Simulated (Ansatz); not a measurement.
All values below come from frozen-core CCSD(T)/cc-pVTZ // PBE0-D4/def2-TZVP run with Ansatz (a program for electronic structure).

Ansatz 0.2 input:
```yaml
crystal:
  periodic: [false, false, false]
  atoms:
    - { symbol: Si, position_ang: [1.600933, 0.108922, -0.159896] }
    - { symbol: N, position_ang: [-0.03912, -0.341721, 0.622095] }
    - { symbol: Si, position_ang: [-1.570071, 0.160664, -0.330881] }
    - { symbol: H, position_ang: [2.611672, -0.396381, 0.785829] }
    - { symbol: H, position_ang: [1.559068, -0.595245, -1.453538] }
    - { symbol: H, position_ang: [1.53027, 1.577147, -0.262047] }
    - { symbol: H, position_ang: [-0.082836, 0.070078, 1.557439] }
    - { symbol: H, position_ang: [-0.063978, -1.352503, 0.777207] }
    - { symbol: H, position_ang: [-1.412303, -0.54675, -1.613764] }
    - { symbol: H, position_ang: [-1.441116, 1.625633, -0.422258] }
    - { symbol: H, position_ang: [-2.692519, -0.309841, 0.499813] }
basis:
  gaussian: { orbitals: cc-pVTZ }
correlation:
  method: ccsd_t
total_charge: 1
```

Output:

```
Functional definition: HF
1174 factors; integrals over basis functions are off by at most 1.1e-3 eV
mean field evaluation 1: about -17324.8889 eV, gradient 4.1e1 eV
mean field evaluation 2: about -17325.0724 eV, gradient 4.1e1 eV
mean field evaluation 4: about -17328.9513 eV, gradient 3.3e0 eV
mean field evaluation 8: about -17328.9979 eV, gradient 9.5e-2 eV
mean field evaluation 16: about -17327.6808 eV, gradient 2.3e1 eV
mean field -17328.99799259 eV, -636.8289302111 hartree, gradient 1.5e-6 eV, S^2 0.000000; 0 other end points of the search recorded, 0 dependent functions left out
11 core orbitals not correlated
reference -17328.99799259 eV, -636.8289302111 hartree; 10, 10 occupied and 189, 189 virtual orbitals, 1174 factors
second order -12.71507080 eV of doubles, -0.00000000 eV of singles
cycle   1  -13.66615878 eV  change   -9.5e-1 eV  update   8.0e-2
cycle   2  -14.12739663 eV  change   -4.6e-1 eV  update   2.5e-2
cycle   3  -14.16077542 eV  change   -3.3e-2 eV  update   7.6e-3
cycle   4  -14.15705613 eV  change    3.7e-3 eV  update   2.2e-3
cycle   5  -14.15723321 eV  change   -1.8e-4 eV  update   6.2e-4
cycle   6  -14.15705576 eV  change    1.8e-4 eV  update   1.8e-4
cycle   7  -14.15702372 eV  change    3.2e-5 eV  update   4.5e-5
cycle   8  -14.15703376 eV  change   -1.0e-5 eV  update   1.4e-5
perturbative correction -0.43935313 eV, -0.0161459296 hartree
Total energy: -17343.59437948 eV, -637.3653375353 hartree
```

Cost: very roughly 70 core-seconds.
